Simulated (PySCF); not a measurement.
**Dipole response of Mo (molybdenum, neutral)**

[Kr] 4d6, high-spin 5D determinant (an excited configuration). All numbers are calculated (PySCF 2.14, the spin-free X2C one-electron Hamiltonian (Gaussian nucleus), in ANO-RCC-VTZP (7s6p4d2f1g, 68 functions)). Coupled (time-dependent) response in atomic units; α is the mean over directions. The basis has no added diffuse functions, which lowers α and C₆.

```
 method  mean α (bohr³)         α xx, yy, zz  C₆ (like pair)  S(−4)
r2SCANh           57.85  72.31, 72.31, 28.93           365.9   7205
```

S(−4) is the Cauchy moment in α(ω) = α(0) + S(−4) ω² + …

Spin-orbit coupling is absent.

α(iu) at r2SCANh:

| u (hartree) | α(iu) (bohr³) |
| --- | --- |
| 0 | 57.85 |
| 0.0500 | 46.56 |
| 0.100 | 32.45 |
| 0.200 | 18.50 |
| 0.300 | 13.47 |
| 0.500 | 9.638 |
| 0.750 | 7.384 |
| 1.00 | 5.869 |
| 1.50 | 3.859 |
| 2.00 | 2.661 |
| 3.00 | 1.439 |
| 5.00 | 0.6000 |

The components differ because the open shell of this determinant is not spherical; for a pure term their mean is the scalar polarisability.
